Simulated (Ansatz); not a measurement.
Input for Ansatz (development build ahead of 0.2.0):

```yaml
crystal:
  periodic: [false, false, false]
  atoms:
    - { symbol: Ti, position_ang: [0.0, 0.0, -0.3577] }
    - { symbol: O, position_ang: [0.0, 1.21957, 0.49184] }
    - { symbol: O, position_ang: [0.0, -1.21957, 0.49184] }
basis:
  gaussian: { orbitals: def2-TZVP }
hamiltonian:
  xc: hf
```

The input is written out in the form of the current development build from the run's settings.

Output:

```json
{
 "Converged": "yes",
 "Total energy": "-998.12529 hartree",
 "Spin squared of the determinant": "0.000"
}
```

Caution: no unrestricted run beside it, a lower state can exist; other spin multiplicities were not run.
